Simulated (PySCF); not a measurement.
B(Cl)(Me)(NCO) (C2H3BClNO), SMILES C(=NB(C)Cl)=O.

Coordinates come from a PBE0-D3(BJ)/def2-SVP optimisation. This is a generated structure with no PubChem entry under its InChIKey; it may be hypothetical. The values are those of a single conformer.

Method: TDA-M06-2X/def2-SVPD in PySCF 2.14.0.

Vertical excitations. The molecule is in vacuum.

```json
[
 {"state": "S1", "energy (eV)": "5.53", "λ (nm)": "224", "f": "0.000", "main pairs": "HOMO→LUMO 93 %"},
 {"state": "S2", "energy (eV)": "6.28", "λ (nm)": "197", "f": "0.002", "main pairs": "HOMO−1→LUMO 94 %"},
 {"state": "S3", "energy (eV)": "6.79", "λ (nm)": "183", "f": "0.151", "main pairs": "HOMO−2→LUMO 75 %"},
 {"state": "S4", "energy (eV)": "7.69", "λ (nm)": "161", "f": "0.005", "main pairs": "HOMO→LUMO+1 71 %"},
 {"state": "S5", "energy (eV)": "7.84", "λ (nm)": "158", "f": "0.000", "main pairs": "HOMO−2→LUMO+3 19 %, HOMO−2→LUMO+5 18 %, HOMO−2→LUMO+6 10 %, HOMO−2→LUMO+2 10 %"},
 {"state": "S6", "energy (eV)": "7.87", "λ (nm)": "157", "f": "0.115", "main pairs": "HOMO−3→LUMO 65 %, HOMO→LUMO+1 14 %"},
 {"state": "S7", "energy (eV)": "8.22", "λ (nm)": "151", "f": "0.000", "main pairs": "HOMO−2→LUMO+1 28 %, HOMO−5→LUMO 27 %, HOMO−4→LUMO 25 %"},
 {"state": "S8", "energy (eV)": "8.28", "λ (nm)": "150", "f": "0.006", "main pairs": "HOMO−2→LUMO+1 54 %, HOMO−5→LUMO 11 %, HOMO−4→LUMO 10 %"},
 {"state": "S9", "energy (eV)": "8.31", "λ (nm)": "149", "f": "0.077", "main pairs": "HOMO−1→LUMO+1 87 %"},
 {"state": "S10", "energy (eV)": "8.79", "λ (nm)": "141", "f": "0.007", "main pairs": "HOMO−4→LUMO 56 %, HOMO−5→LUMO 37 %"},
 {"state": "T1", "energy (eV)": "5.38", "λ (nm)": "230", "f": "0", "main pairs": "HOMO→LUMO 90 %"},
 {"state": "T2", "energy (eV)": "5.78", "λ (nm)": "214", "f": "0", "main pairs": "HOMO−2→LUMO 82 %"},
 {"state": "T3", "energy (eV)": "6.07", "λ (nm)": "204", "f": "0", "main pairs": "HOMO−1→LUMO 89 %"},
 {"state": "T4", "energy (eV)": "6.77", "λ (nm)": "183", "f": "0", "main pairs": "HOMO−3→LUMO 62 %, HOMO−2→LUMO 13 %"}
]
```
Triplets are in the Tamm–Dancoff approximation.
